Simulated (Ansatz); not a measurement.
Reaction (ligand exchange at the Si–S bond): `N[Si@H](F)S[Si@@H](N)Cl` + CH₃SH → `CS[SiH](N)Cl` + `N[SiH](F)S`

Gas-phase electronic energies from Ansatz, PBE0-D4/def2-TZVP geometries. CCSD(T)/CBS adds triple-zeta CCSD(T) − MP2 to the extrapolated MP2 energy (def2 sets, frozen cores). This one scheme is used for every species. One conformer a species, not always the lowest.

```csv
level,ΔE (kJ/mol)
HF/def2-TZVPP,0.3
SCS-MP2/def2-TZVPP,1.1
MP2/def2-QZVPP,1.2
SCS-MP2/def2-QZVPP,0.9
```

Question: What does CCSD(T)/CBS give? (Best estimate.)

Answer: Ansatz gave: +0.8 kJ/mol. The listed levels differ from it by -0.5, 0.3, 0.4, 0.1 kJ/mol.

Largest T1 diagnostic among the species: 0.011.

The D4 term adds +6.2 kJ/mol with B3LYP and +3.7 kJ/mol with PBE0; it sums over pairs of atoms, weighted by their polarisabilities, and B3LYP, whose exchange is more repulsive, gets the larger term.

B3LYP here is the variant with VWN-RPA as its local correlation; programs differ in this.
